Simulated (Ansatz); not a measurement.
Ansatz (a quantum-chemistry and plane-wave program) input (PBE/LANL2DZ): The .json file is the Basis Set Exchange's LANL2DZ.

Ansatz 0.2 input:
```yaml
crystal:
  periodic: [false, false, false]
  atoms:
    - {symbol: Hg, position_ang: [-0.00000000, -0.00000000, -1.35891400]}
    - {symbol: Hg, position_ang: [0.00000000, 0.00000000, 1.35891400]}
basis:
  gaussian:
    orbitals: LANL2DZ.json
hamiltonian:
  xc: {name: PBE}
total_charge: 2
relax: {f_tol: 0.003, max_steps: 120}
```

Output:

```
Functional definition: PBE
integrals: 0.01 GiB planned
426 factors; their error is unknown
mean field: 0.08 GiB planned
mean field evaluation 1: about -2316.6808 eV, gradient 1.7e1 eV
mean field evaluation 2: about -2317.1782 eV, gradient 1.3e1 eV
mean field evaluation 4: about -2317.7758 eV, gradient 8.8e-2 eV
mean field evaluation 8: about -2317.7605 eV, gradient 1.6e-4 eV
mean field -2317.76045594 eV, -85.1761257214 hartree, gradient 3.1e-6 eV, S^2 0.000000; 0 other end points of the search recorded, 0 dependent functions left out
the calculation of the forces begins
reference -2317.76048379 eV, -85.1761267448 hartree; 11, 11 occupied and 25, 25 virtual orbitals, 426 factors
relax step   1: F+E_penalty+E_count = -2317.76045594 eV  Δ(F+E_penalty+E_count) = +0.000e0 eV  max|allowed force component| = 1.101e0 eV/Å  Δτ_max = 0.0000 Å  (21 SCF iters, accepted)
these checks for a lower state are left out or cut short: starts, cluster_reference, orbital_swaps, neighbouring_geometries, increment
integrals: 0.01 GiB planned
426 factors; their error is unknown
mean field: 0.08 GiB planned
mean field evaluation 16: about -2317.8680 eV, gradient 3.5e-6 eV
mean field -2317.86799104 eV, -85.1800775632 hartree, gradient 1.8e-5 eV, S^2 0.000000; 0 other end points of the search recorded, 0 dependent functions left out
the calculation of the forces begins
reference -2317.86801903 eV, -85.1800785921 hartree; 11, 11 occupied and 25, 25 virtual orbitals, 426 factors
relax step   2: F+E_penalty+E_count = -2317.86799104 eV  Δ(F+E_penalty+E_count) = -1.075e-1 eV  max|allowed force component| = 3.145e-1 eV/Å  Δτ_max = 0.0806 Å  (21 SCF iters, accepted)
these checks for a lower state are left out or cut short: starts, cluster_reference, orbital_swaps, neighbouring_geometries, increment
integrals: 0.01 GiB planned
426 factors; their error is unknown
mean field: 0.08 GiB planned
mean field -2317.88378375 eV, -85.1806579348 hartree, gradient 2.8e-5 eV, S^2 0.000000; 0 other end points of the search recorded, 0 dependent functions left out
the calculation of the forces begins
reference -2317.88381187 eV, -85.1806589681 hartree; 11, 11 occupied and 25, 25 virtual orbitals, 426 factors
relax step   3: F+E_penalty+E_count = -2317.88378375 eV  Δ(F+E_penalty+E_count) = -1.579e-2 eV  max|allowed force component| = 4.536e-2 eV/Å  Δτ_max = 0.0461 Å  (22 SCF iters, accepted)
these checks for a lower state are left out or cut short: starts, cluster_reference, orbital_swaps, neighbouring_geometries, increment
integrals: 0.01 GiB planned
426 factors; their error is unknown
mean field: 0.08 GiB planned
mean field -2317.88421007 eV, -85.1806736016 hartree, gradient 3.3e-5 eV, S^2 0.000000; 0 other end points of the search recorded, 0 dependent functions left out
the calculation of the forces begins
reference -2317.88423822 eV, -85.1806746361 hartree; 11, 11 occupied and 25, 25 virtual orbitals, 426 factors
relax step   4: F+E_penalty+E_count = -2317.88421007 eV  Δ(F+E_penalty+E_count) = -4.263e-4 eV  max|allowed force component| = 8.283e-3 eV/Å  Δτ_max = 0.0118 Å  (22 SCF iters, accepted)
these checks for a lower state are left out or cut short: starts, cluster_reference, orbital_swaps, neighbouring_geometries, increment
integrals: 0.01 GiB planned
426 factors; their error is unknown
mean field: 0.08 GiB planned
mean field evaluation 32: about -2317.8842 eV, gradient 6.9e-2 eV
mean field -2317.88422586 eV, -85.1806741820 hartree, gradient 2.7e-5 eV, S^2 0.000000; 0 other end points of the search recorded, 0 dependent functions left out
the calculation of the forces begins
reference -2317.88425400 eV, -85.1806752163 hartree; 11, 11 occupied and 25, 25 virtual orbitals, 426 factors
relax step   5: F+E_penalty+E_count = -2317.88422586 eV  Δ(F+E_penalty+E_count) = -1.579e-5 eV  max|allowed force component| = 1.399e-4 eV/Å  Δτ_max = 0.0019 Å  (16 SCF iters, accepted)
integrals: 0.01 GiB planned
426 factors; their error is unknown
mean field: 0.08 GiB planned
mean field -2317.88422586 eV, -85.1806741820 hartree, gradient 2.7e-5 eV, S^2 0.000000; 1 other end points of the search recorded, 0 dependent functions left out
the calculation of the forces begins
reference -2317.88425400 eV, -85.1806752163 hartree; 11, 11 occupied and 25, 25 virtual orbitals, 426 factors
Total energy: -2317.88425400 eV, -85.1806752163 hartree
Atom 0 at     0.000000    -0.000000    -1.495476 Å, force    -0.000000     0.000000     0.000140 eV/Å
Atom 1 at    -0.000000     0.000000     1.495476 Å, force     0.000000    -0.000000    -0.000140 eV/Å
Dipole moment:    -0.000000     0.000000     0.000000 e Å
```

The dipole moment of an ion depends on the origin.

The geometry given is a B3LYP-D3(BJ)/def2-TZVP minimum.
